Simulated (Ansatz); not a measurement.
Ansatz (a quantum-chemistry and plane-wave program) input (BHLYP/def2-TZVPD):

Ansatz 0.2 input:
```yaml
crystal:
  periodic: [false, false, false]
  atoms:
    - {symbol: Si, position_ang: [0.38509146, -0.15648710, -0.08466370]}
    - {symbol: C, position_ang: [-0.68619695, -0.04999274, -1.63617877]}
    - {symbol: N, position_ang: [-0.54979330, -1.06138501, 1.06062225]}
    - {symbol: N, position_ang: [0.70051244, 1.35561558, 0.67733499]}
    - {symbol: H, position_ang: [-1.64998828, 0.40585130, -1.38912466]}
    - {symbol: H, position_ang: [-0.86362782, -1.03844861, -2.06547680]}
    - {symbol: H, position_ang: [-0.20040031, 0.56409111, -2.39543449]}
    - {symbol: H, position_ang: [-1.13906250, -1.81531036, 0.74071685]}
    - {symbol: H, position_ang: [-0.16688683, -1.26908123, 1.97060042]}
    - {symbol: H, position_ang: [0.14947960, 1.69920740, 1.44914436]}
    - {symbol: H, position_ang: [1.54135322, 1.88485230, 0.52623795]}
basis:
  gaussian:
    orbitals: def2-TZVPD
hamiltonian:
  xc: {name: BHLYP}
magnetization: {spin_polarized: true, initial_magnetization: 1}
output: {forces: true}
```

End of the output:

```
the calculation of the forces begins
reference -12009.01927485 eV, -441.3233183453 hartree; 21, 20 occupied and 196, 197 virtual orbitals, 1285 factors
Total energy: -12009.01927485 eV, -441.3233183453 hartree
Atom 0 at     0.385091    -0.156487    -0.084664 Å, force    -0.380471     0.155816     0.246813 eV/Å
Atom 1 at    -0.686197    -0.049993    -1.636179 Å, force     0.016637     0.010069    -0.044062 eV/Å
Atom 2 at    -0.549793    -1.061385     1.060622 Å, force     0.159064    -0.189780    -0.021076 eV/Å
Atom 3 at     0.700512     1.355616     0.677335 Å, force     0.078893     0.009388     0.079540 eV/Å
Atom 4 at    -1.649988     0.405851    -1.389125 Å, force     0.225234    -0.108896    -0.057748 eV/Å
Atom 5 at    -0.863628    -1.038449    -2.065477 Å, force     0.037675     0.223786     0.097299 eV/Å
Atom 6 at    -0.200400     0.564091    -2.395434 Å, force    -0.114120    -0.136686     0.159517 eV/Å
Atom 7 at    -1.139063    -1.815310     0.740717 Å, force     0.239207     0.289579     0.138271 eV/Å
Atom 8 at    -0.166887    -1.269081     1.970600 Å, force    -0.162208     0.072287    -0.352865 eV/Å
Atom 9 at     0.149480     1.699207     1.449144 Å, force     0.237546    -0.136401    -0.315713 eV/Å
Atom 10 at     1.541353     1.884852     0.526238 Å, force    -0.337457    -0.189162     0.070022 eV/Å
Dipole moment:    -0.038420    -0.029698     0.162352 e Å
```

It need not be the lowest isomer of its formula.
